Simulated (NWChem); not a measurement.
The numbers come from NWChem runs, not from measurements. System: C3H2O3, charge 0, spin multiplicity 1, displaced from the optimised geometry.

The NWChem input:

```
start mol
memory heap 200 mb stack 900 mb global 1100 mb
geometry units angstroms nocenter noautoz
  O      0.000000     0.000000     2.014856
  C      0.000000     0.000000     0.804301
  O     -1.125915     0.000000    -0.023395
  C     -0.681862     0.000000    -1.354766
  C      0.681862     0.000000    -1.354766
  O      1.125915     0.000000    -0.023395
  H     -1.445690     0.000000    -2.156577
  H      1.445690     0.000000    -2.156577
  symmetry group C2v
end
basis spherical
  * library def2-svp
end
dft
  xc becke88 perdew86
  semidirect memsize 60000000 filesize 0
  iterations 100
  convergence nodiis damp 40
end
task dft gradient
```

The output up to the point where the run's verdict is printed (cleaned and shortened):

```
             Northwest Computational Chemistry Package (NWChem) 7.3.0
             --------------------------------------------------------

                                NWChem Input Module
                                -------------------

 Scaling coordinates for geometry "geometry" by  1.889725989
 (inverse scale =  0.529177249)

 Turning off AUTOSYM since
 SYMMETRY directive was detected!

                             Geometry "geometry" -> ""
                             -------------------------

 Output coordinates in angstroms (scale by  1.889725989 to convert to a.u.)

  No.       Tag          Charge          X              Y              Z
 ---- ---------------- ---------- -------------- -------------- --------------
    1 O                    8.0000     0.00000000     0.00000000     2.01485600
    2 C                    6.0000     0.00000000     0.00000000     0.80430100
    3 O                    8.0000    -1.12591500     0.00000000    -0.02339500
    4 C                    6.0000    -0.68186200     0.00000000    -1.35476600
    5 C                    6.0000     0.68186200     0.00000000    -1.35476600
    6 O                    8.0000     1.12591500     0.00000000    -0.02339500
    7 H                    1.0000    -1.44569000     0.00000000    -2.15657700
    8 H                    1.0000     1.44569000     0.00000000    -2.15657700

 Effective nuclear repulsion energy (a.u.)     224.8769882881

            Nuclear Dipole moment (a.u.)
            ----------------------------
        X                 Y               Z
 ---------------- ---------------- ----------------
     0.0000000000     0.0000000000    -0.0000226767

      Symmetry information
      --------------------

 Group name             C2v
 Group number             16
 Group order               4
 No. of unique centers     5

      Symmetry unique atoms

     1    2    3    4    7


 Summary of "ao basis" -> "" (spherical)
 ------------------------------------------------------------------------------
       Tag                 Description            Shells   Functions and Types
 ---------------- ------------------------------  ------  ---------------------
[...]
 d= 0,ls=0.5         52   -284.5387057323 -1.14D+02  2.74D-01               9.3
 d= 0,ls=0.5         53   -170.1636547637  1.14D+02  2.74D-01               9.4
 d= 0,ls=0.5         54   -284.5387057323 -1.14D+02  2.74D-01               9.6
 d= 0,ls=0.5         55   -170.1636547637  1.14D+02  2.74D-01               9.7
 d= 0,ls=0.5         56   -284.5387057323 -1.14D+02  2.74D-01               9.8
 d= 0,ls=0.5         57   -170.1636547637  1.14D+02  2.74D-01               9.9
 d= 0,ls=0.5         58   -284.5387057323 -1.14D+02  2.74D-01              10.0
 d= 0,ls=0.5         59   -170.1636547637  1.14D+02  2.74D-01              10.1
 d= 0,ls=0.5         60   -284.5387057323 -1.14D+02  2.74D-01              10.2
 d= 0,ls=0.5         61   -170.1636547637  1.14D+02  2.74D-01              10.4
 d= 0,ls=0.5         62   -284.5387057323 -1.14D+02  2.74D-01              10.6
 d= 0,ls=0.5         63   -170.1636547637  1.14D+02  2.74D-01              10.7
 d= 0,ls=0.5         64   -284.5387057323 -1.14D+02  2.74D-01              10.9
 d= 0,ls=0.5         65   -170.1636547637  1.14D+02  2.74D-01              11.1
 d= 0,ls=0.5         66   -284.5387057323 -1.14D+02  2.74D-01              11.2
 d= 0,ls=0.5         67   -170.1636547637  1.14D+02  2.74D-01              11.5
 d= 0,ls=0.5         68   -284.5387057323 -1.14D+02  2.74D-01              11.6
 d= 0,ls=0.5         69   -170.1636547637  1.14D+02  2.74D-01              11.8
 d= 0,ls=0.5         70   -284.5387057323 -1.14D+02  2.74D-01              12.0
 d= 0,ls=0.5         71   -170.1636547637  1.14D+02  2.74D-01              12.1
 d= 0,ls=0.5         72   -284.5387057323 -1.14D+02  2.74D-01              12.3
 d= 0,ls=0.5         73   -170.1636547637  1.14D+02  2.74D-01              12.4
 d= 0,ls=0.5         74   -284.5387057323 -1.14D+02  2.74D-01              12.6
 d= 0,ls=0.5         75   -170.1636547637  1.14D+02  2.74D-01              12.8
 d= 0,ls=0.5         76   -284.5387057323 -1.14D+02  2.74D-01              12.9
 d= 0,ls=0.5         77   -170.1636547637  1.14D+02  2.74D-01              13.1
 d= 0,ls=0.5         78   -284.5387057323 -1.14D+02  2.74D-01              13.3
 d= 0,ls=0.5         79   -170.1636547637  1.14D+02  2.74D-01              13.4
 d= 0,ls=0.5         80   -284.5387057323 -1.14D+02  2.74D-01              13.6
 d= 0,ls=0.5         81   -170.1636547637  1.14D+02  2.74D-01              13.7
 d= 0,ls=0.5         82   -284.5387057323 -1.14D+02  2.74D-01              13.9
 d= 0,ls=0.5         83   -170.1636547637  1.14D+02  2.74D-01              14.1
 d= 0,ls=0.5         84   -284.5387057323 -1.14D+02  2.74D-01              14.2
 d= 0,ls=0.5         85   -170.1636547637  1.14D+02  2.74D-01              14.4
 d= 0,ls=0.5         86   -284.5387057323 -1.14D+02  2.74D-01              14.5
 d= 0,ls=0.5         87   -170.1636547637  1.14D+02  2.74D-01              14.7
 d= 0,ls=0.5         88   -284.5387057323 -1.14D+02  2.74D-01              14.8
 d= 0,ls=0.5         89   -170.1636547637  1.14D+02  2.74D-01              15.0
 d= 0,ls=0.5         90   -284.5387057323 -1.14D+02  2.74D-01              15.1
 d= 0,ls=0.5         91   -170.1636547637  1.14D+02  2.74D-01              15.3
 d= 0,ls=0.5         92   -284.5387057323 -1.14D+02  2.74D-01              15.4
 d= 0,ls=0.5         93   -170.1636547637  1.14D+02  2.74D-01              15.6
 d= 0,ls=0.5         94   -284.5387057323 -1.14D+02  2.74D-01              15.8
 d= 0,ls=0.5         95   -170.1636547637  1.14D+02  2.74D-01              15.9
 d= 0,ls=0.5         96   -284.5387057323 -1.14D+02  2.74D-01              16.1
 d= 0,ls=0.5         97   -170.1636547637  1.14D+02  2.74D-01              16.2
 d= 0,ls=0.5         98   -284.5387057323 -1.14D+02  2.74D-01              16.4
 d= 0,ls=0.5         99   -170.1636547637  1.14D+02  2.74D-01              16.6
 d= 0,ls=0.5        100   -284.5387057323 -1.14D+02  2.74D-01              16.7
```

Convergence was not reached. The next line reads: Calculation failed to converge. NWChem stopped with the message: dft gradient failed.
